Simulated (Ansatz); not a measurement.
System: sum formula BNH$_{3}$ (charge 0, doublet). It need not be the lowest isomer of its formula. 
Structure (B3LYP-D3(BJ)/def2-TZVP (Ansatz, an electronic-structure program) minimum search):
```
B
N 1 1.3287
H 2 0.9996 1 163.55
H 1 1.2007 2 121.70 3 180.00
H 1 1.2080 4 119.29 2 -180.00
```
Charge 0, spin multiplicity 2.

Basis-set convergence of Hartree-Fock and CCSD correlation energies (hartree) with Ansatz. Correlated levels leave the core frozen unless marked. Open shells are spin-unrestricted. No spin-orbit coupling. Non-relativistic.

```tsv
basis	functions	E(HF)	E(corr, CCSD)
cc-pVDZ	43	-80.84700	-0.25951
cc-pVTZ	102	-80.87260	-0.31211
cc-pVQZ	200	-80.87879	-0.32852
```

Extrapolating the two largest sets (X = 3 and 4) as X^-3: E(corr) = (64·(-0.32852) - 27·(-0.31211))/37 = -0.3405 Eh, an estimate of the basis-set limit. The largest set recovers 96.5 % of it, the smallest 76.2 %.
